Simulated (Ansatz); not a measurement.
A single point on C₅H₅F₃, SMILES `FC1CC=CC1(F)F`.

```yaml
crystal:
  periodic: [false, false, false]
  atoms:
    - {symbol: F, position_ang: [-0.777218, -0.610893, 1.856659]}
    - {symbol: C, position_ang: [0.029359, -0.803364, 0.760127]}
    - {symbol: C, position_ang: [1.024541, 0.347411, 0.649910]}
    - {symbol: C, position_ang: [0.412436, 1.252965, -0.378379]}
    - {symbol: C, position_ang: [-0.607876, 0.693775, -1.014888]}
    - {symbol: C, position_ang: [-0.822274, -0.697433, -0.522425]}
    - {symbol: F, position_ang: [-2.116890, -1.002651, -0.304390]}
    - {symbol: F, position_ang: [-0.362496, -1.609727, -1.434415]}
    - {symbol: H, position_ang: [0.482343, -1.793303, 0.840873]}
    - {symbol: H, position_ang: [1.152058, 0.824211, 1.624582]}
    - {symbol: H, position_ang: [2.011284, -0.001476, 0.328973]}
    - {symbol: H, position_ang: [0.798138, 2.244892, -0.581455]}
    - {symbol: H, position_ang: [-1.203003, 1.120891, -1.810473]}
basis:
  gaussian: {orbitals: def2-TZVPP}
hamiltonian: {xc: pbe}
correlation: {method: rpa}
```

```sh
$ ansatz run in.yaml --threads 4 --pin off --events-out ev --progress --plain --max-ram 11315MiB
```

It prints (some lines left out):

```
Functional definition: PBE
1992 factors; integrals over basis functions are off by at most 9.8e-4 eV
mean field evaluation 1: about -13395.7335 eV, gradient 7.3e1 eV
mean field evaluation 2: about -13395.7174 eV, gradient 7.3e1 eV
mean field evaluation 4: about -13407.0288 eV, gradient 1.7e1 eV
mean field evaluation 8: about -13407.5966 eV, gradient 1.9e-1 eV
mean field evaluation 16: about -13407.5963 eV, gradient 1.3e-3 eV
mean field -13407.59631760 eV, -492.7200766767 hartree, gradient 6.5e-6 eV, S^2 0.000000; 0 other end points of the search recorded, 0 dependent functions left out
8 core orbitals not correlated: weight in the atoms' cores, before any rotation towards them, 1.000 or more for the frozen orbitals, at most 0.000 for the correlated occupied ones
reference -13351.59694161 eV, -490.6621375667 hartree; 23, 23 occupied and 287, 287 virtual orbitals, 1992 factors
Total energy: -13416.51960242 eV, -493.0480013452 hartree
```

Run time 14 s (4 threads of an Arm Neoverse V1 on a shared host); peak host memory 1.1 GiB.
